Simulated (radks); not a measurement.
The numbers below are computed, except where a source is named.
Fractional charge and spin in the 6s shell of hafnium: the spin-up occupation runs from 0 to 1 and the spin-down occupation from 0 to 1; the fullest corner is Hf, [Xe] 4f14 5d(up 1, down 1) 6s(up 1, down 1). Code: a radial shooting solver on a logarithmic mesh with Libxc functionals. Model: scalar-relativistic Kohn-Sham, PBE, spin-polarised, spherical densities, finite nucleus; Fermi nuclear charge, rms radius of each element as measured or else 0.836 A^(1/3) + 0.57 fm. Energy (eV) above the fullest corner. The planes named below are the two flat planes that join the four corners, with an edge along up + down = one added electron.

down \ up,0,0.25,0.5,0.75,1
0,22.151,17.977,14.194,10.794,7.773
0.25,17.977,14.248,10.899,7.924,5.316
0.5,14.194,10.899,7.975,5.413,3.207
0.75,10.794,7.924,5.413,3.253,1.438
1,7.773,5.316,3.207,1.438,0.000

Corners above the fullest one (they belong to Hf+ and the next ion): (up 1, down 0) 7.773 eV, (up 0, down 1) 7.773 eV, (up 0, down 0) 22.151 eV. With half an added electron in each spin the energy lies 0.202 eV from the planes, and with half an added electron in spin up alone -0.768 eV. The planes are only a guide here: the flat-plane condition holds for ground states with one frontier orbital, while this shell lies below other occupied shells, so the corners above the fullest one are inner-hole states and not the ground states of those ions.
